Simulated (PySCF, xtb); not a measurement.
Cd(H)(SeH) (CdH₂Se), SMILES [SeH][CdH].

Harmonic wavenumbers (cm⁻¹) from GFN2-xTB (xtb) at its own minimum, in rising order: 196, 204, 225, 410, 1465, 2135.

What does B3LYP-D3(BJ)/def2-TZVP (PySCF) give at its own minimum? (The exact figures need the calculation; the answer reports its results.)

234, 386, 406, 572, 1807, 2390. Paired by order, the mean absolute difference is 193 cm⁻¹ and the zero-point energies are 6.6 and 8.3 kcal/mol.
